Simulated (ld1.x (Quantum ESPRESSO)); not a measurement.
LDA (PZ) PAW dataset for Hf (Z = 72), scalar-relativistic all-electron reference.

ld1.x (Quantum ESPRESSO) 7.5 input, shortened:

```
&input
   title='Hf', zed=72., rel=1, dft='PZ', iswitch=3,
   config='[Xe] 4f14 5d2 6s0.5 6p0'
 /
 &inputp
   pseudotype=3, lpaw=.true., tm=.true., lloc=-1, rcloc=1.60,
   nlcc=.true., new_core_ps=.true., rcore=1.20,
   which_augfun='BESSEL', rmatch_augfun=1.35
 /
6
6S  1  0   0.50   0.00  1.80  2.05  0.0
6S  1  0   0.00  -0.70  1.80  2.05  0.0
6P  2  1   0.00   0.00  2.25  3.05  0.0
6P  2  1   0.00   2.50  2.25  3.05  0.0
5D  3  2   2.00   0.00  2.95  3.10  0.0
5D  3  2   0.00   0.60  2.95  3.10  0.0
 &test
   configts(1)='5d2 6s0.5 6p0'
 /
```

All-electron outer shells of the reference configuration (LDA (PZ), scalar-relativistic, ld1.x):

| shell | level (eV) | outermost node (bohr) | outermost maximum (bohr) |
| --- | --- | --- | --- |
| 4f | -28.04 | – | 0.45 |
| 6s | -14.49 | 1.36 | 2.71 |
| 5d | -13.16 | 0.67 | 1.67 |
| 6p | -9.30 | 1.63 | 3.44 |

(1) Does the generator finish with these settings?

## Answers

(1) No. ld1.x (Quantum ESPRESSO) 7.5 stopped with "run_pseudo: Errors in PS-KS equation": the pseudo-atom solver did not find the valence states with the expected number of nodes, which is the usual sign of a ghost state. Before that it printed "Warning: n=1, l=0 expected 0 nodes, found 1".
